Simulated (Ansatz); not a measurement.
SiBr3, that is [SiBr3]- with one electron fewer. Charge 0, multiplicity 2. Geometry PBE-D4/def2-SVPD, that of the charge -1 singlet; atoms count from 1.

Cartesian coordinates in Å:
```
Si -0.096 -0.862 -0.114
Br 1.985 -0.031 0.802
Br -1.633 0.298 1.353
Br -0.256 0.595 -2.041
```

Q: Estimate the Mulliken populations from the PBE0/def2-TZVPD orbitals of Ansatz.

A: 
```tsv
atom	charge (e)	spin (α − β)
Si1	0.46	0.50
Br2	-0.15	0.17
Br3	-0.15	0.17
Br4	-0.15	0.17
```
Mulliken values and Mayer orders depend strongly on the basis. With diffuse functions, as here, like atoms can get unlike values, and bond orders can come out too low or too high.

Q: Where does the spin sit?

A: Summed by element: Si 0.50, Br 0.50, of 1 unpaired in all. Largest on single atoms: Si1 0.50, Br4 0.17, Br2 0.17.

Q: And the Mayer bond orders between bonded heavy atoms (over 0.3)?

A: Si1–Br2 1.00 (2.42 Å); Si1–Br3 1.00 (2.42 Å); Si1–Br4 1.00 (2.42 Å).
